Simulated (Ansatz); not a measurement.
Input:

```yaml
crystal:
  periodic: [false, false, false]
  atoms:
    - { symbol: B, position_ang: [-0.6622, 2.0122, 0.731] }
    - { symbol: Si, position_ang: [-0.8911, 0.4478, -0.356] }
    - { symbol: C, position_ang: [0.5063, -0.7191, -0.0215] }
    - { symbol: "N", position_ang: [0.4129, -1.95, -0.753] }
    - { symbol: O, position_ang: [1.743, -0.1329, -0.4354] }
    - { symbol: H, position_ang: [0.2027, 2.1927, 1.4568] }
    - { symbol: H, position_ang: [-1.4936, 2.915, 0.6413] }
    - { symbol: H, position_ang: [-0.8501, 0.8278, -1.7873] }
    - { symbol: H, position_ang: [-2.1514, -0.1962, 0.0232] }
    - { symbol: H, position_ang: [0.5695, -0.9418, 1.1088] }
    - { symbol: H, position_ang: [1.23108, -2.15178, -1.27741] }
    - { symbol: H, position_ang: [-0.34181, -1.74467, -1.52544] }
    - { symbol: H, position_ang: [1.9572, 0.5352, 0.2827] }
basis:
  gaussian: { orbitals: def2-SVP }
hamiltonian:
  xc: r2scan
relax:
  f_tol: 0.015
  max_steps: 40
```

Launched with:

```bash
$ ansatz run input.yaml --threads 2 --pin off --max-ram 3072MiB --backend cpu --events-out ev --progress --plain --runs-dir out
```

Hardware: 2 threads of Arm Neoverse V2 (shared host).

Roughly how long does this run take, and how much memory?

66 s, with a peak of 0.2 GiB, for 17 ionic steps.
